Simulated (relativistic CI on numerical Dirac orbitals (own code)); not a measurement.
## Ligand-field terms of d4

Computed with a parametric ligand-field model of a d^n configuration (Racah B and C, spin-orbit zeta, crystal field), exact diagonalisation.

Field parameters in Wybourne normalisation: Oh B⁴₀ = 21Dq, B⁴₄ = √(5/14) B⁴₀. The field is a parameter set, without covalency.

B = 750 cm⁻¹, C = 3510 cm⁻¹ (C/B = 4.68), Oh, no spin-orbit coupling. Tanabe-Sugano data, E/B above the lowest term (Δ = |10Dq|; b, c mark the second and third term of a kind):

```tsv
Δ/B	5E	5T2	3T1	3E	3T2	1T2	1E	1A1
1.0	0.00	1.00	22.63	22.90	23.51	33.99	33.90	35.06
5.0	0.00	5.00	20.46	23.31	25.10	32.17	32.28	35.88
9.0	0.00	9.00	17.25	23.49	25.57	29.27	29.88	35.15
13.0	0.00	13.00	13.74	23.60	25.79	26.02	26.99	33.81
17.0	0.00	17.00	10.09	23.67	25.92	22.59	23.77	32.09
21.0	0.00	21.00	6.36	23.71	26.00	19.04	20.34	30.04
25.0	0.00	25.00	2.57	23.74	26.07	15.42	16.78	27.73
29.0	1.26	30.26	0.00	25.03	27.38	13.01	14.38	26.43
33.0	5.12	38.12	0.00	28.91	31.28	13.14	14.51	27.53
37.0	9.01	46.01	0.00	32.81	35.19	13.27	14.62	28.47
41.0	12.90	53.90	0.00	36.72	39.11	13.37	14.70	29.28
45.0	16.82	61.82	0.00	40.64	43.04	13.47	14.77	29.99
```

The ground term changes from 5E to 3T1 between Δ/B = 25.0 and 29.0.
